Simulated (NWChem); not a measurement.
Isomers of C$_{3}$H$_{4}$Cl$_{2}$Si, each optimised at PBE0/def2-SVP with NWChem, gas phase unless a solvent is named. Flexible species stand in one conformer each, which need not be the lowest.  Relative energies count from the lowest isomer at each level and are electronic, without zero-point energy, on those geometries.

A: Cl[Si](C)(Cl)C#C
B: [SiH3]C(Cl)=C=CCl
C: ClC(=C=C)[SiH2]Cl

| quantity | A | B | C |
|---|---|---|---|
| relative energy, BLYP/def2-SVP (kcal/mol) | 0.0 | 76.8 | 42.4 |
| relative energy, r2SCAN/def2-SVP (kcal/mol) | 0.0 | 85.7 | 47.5 |
| orbital gap (eV), PBE0/def2-SVP | 8.04 | 6.41 | 6.60 |
| SMD solvation free energy in toluene, PBE0/def2-SVP (kcal/mol) | -3.8 | -3.5 | -4.0 |
